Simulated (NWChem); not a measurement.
Molecule: C4H8O; SMILES C[C@H]1CCO1

```xyz
13

C     -0.0332    -1.8135    -0.2533
C      0.0224    -0.4780     0.4623
C      1.0828     0.5578     0.0208
C     -0.1282     1.4799    -0.2168
O     -1.0570     0.4097     0.0630
H     -0.9629    -2.3398    -0.0089
H      0.0052    -1.6723    -1.3392
H      0.8094    -2.4479     0.0492
H      0.0029    -0.6312     1.5521
H      1.8000     0.8776     0.7812
H      1.6216     0.2756    -0.8888
H     -0.2561     1.8788    -1.2307
H     -0.2264     2.3044     0.5032
```
Atoms are numbered in this order, from 1.

Program: NWChem. All runs use the structure optimised with B3LYP/6-31G* (spherical d). Ions are spin-unrestricted doublets at the neutral geometry; other ion states weren't tried.

Task: What does the run give for r2SCAN/def2-SVP? Quantities: vertical ionisation energy, ΔSCF (eV); −ε(HOMO) (eV).

Result: 
```json
{
  "vertical ionisation energy, ΔSCF (eV)": "9.13",
  "−ε(HOMO) (eV)": "5.67"
}
```
